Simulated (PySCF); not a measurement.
Al2(mu-H)2(F)4, H2Al2F4, singlet, PBE0/def2-SVP optimised geometry.

```
8

Al    -1.56     1.19    -1.62
Al    -0.37    -0.34     0.00
H     -0.96     1.28     0.00
F     -0.64     2.13    -2.62
F     -3.21     1.19    -1.62
H     -0.96    -0.43    -1.62
F      1.28    -0.34     0.00
F     -1.28    -1.28     1.00
```

Density from PBE0/def2-TZVP in PySCF 2.14.0 at that geometry.

Minimum of the electron density along straight lines between bonded atoms, close to the bond critical point (lines longer than 1.1 times the sum of covalent radii, or with two minima, are not listed):

```csv
bond,length / Å,ρ at the minimum / e bohr⁻³,∇²ρ there / e bohr⁻⁵,position (fraction from the first atom)
Al1–F4,1.650,0.114,0.93,0.43
Al1–F5,1.651,0.114,0.93,0.43
Al2–F7,1.650,0.114,0.93,0.43
Al2–F8,1.651,0.114,0.93,0.43
```
